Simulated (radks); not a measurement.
The numbers below are computed, except where a source is named.
Question: Valence configurations of Al+ (all share [Ne]). Level of theory: non-relativistic Kohn-Sham, PBE, spin-polarised, spherical densities, point nucleus; open shells are filled with parallel spins first (a radial shooting solver on a logarithmic mesh with Libxc functionals). Order these by energy: 3p2; 3s1 3p1; 3s1.5 3p0.5; 3s0.5 3p1.5; 3s2.

Answer: From the lowest, in eV above it: 3s2 0.000; 3s1.5 3p0.5 2.576; 3s1 3p1 4.618; 3s0.5 3p1.5 7.589; 3p2 10.566. NIST lists [Ne] 3s2 as the ground configuration; this level of theory agrees among the configurations tried. The energies are those of spherical high-spin densities, not of single terms.
